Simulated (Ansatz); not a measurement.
```tsv
atom	x (Å)	y (Å)	z (Å)
C	0.0306	0.0043	-0.0393
H	0.6607	0.6198	0.6738
H	0.6828	-0.6375	-0.6444
H	-0.5955	0.6169	-0.6070
H	-0.6741	-0.6232	0.6061
```

Basis set: cc-pVDZ (spherical functions). Correlated methods keep 1 orbital frozen. Charge 0, multiplicity 1.

Computed with Ansatz (development build ahead of 0.2.0); each method stands on the lowest determinant of its kind that the runs found. Restricted open shells among the atoms or ions are ROHF, correlated in semicanonical orbitals with singles.

(1) Give the atomization energy at this shape (free ground-state atoms in the same class of orbitals less the molecule, no zero-point energy) of singlet CH4 by RHF-MP2, RHF.

Results:

(1)

```
 method  atomization energy
RHF-MP2     389.26 kcal/mol
    RHF     322.50 kcal/mol
```
